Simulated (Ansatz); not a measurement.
Mulliken charges of `[Li][Ag]` from r2SCAN/def2-TZVPP in Ansatz (PBE0-D4/def2-TZVP geometry).

| atom | x (Å) | y (Å) | z (Å) | charge (e) |
| --- | --- | --- | --- | --- |
| Li1 | 1.024 | -0.345 | 0.524 | 0.465 |
| Ag2 | -1.024 | 0.345 | -0.524 | -0.465 |

By hand: the dipole of these point charges (1 e Å = 4.8032 D).

Σ q r = (0.952, -0.321, 0.487) e Å, of length 1.116 e Å = 5.36 D.

How does the dipole of the full density compare? (An estimate is asked.)

The calculation gave: (0.880, -0.296, 0.450) e Å, 4.96 D; the point charges give 1.08 times that, at 0° from its direction.

Point charges leave out the atoms' own dipoles, such as those of lone pairs, and Mulliken's split depends on the basis, so the close match here is no proof of good charges.
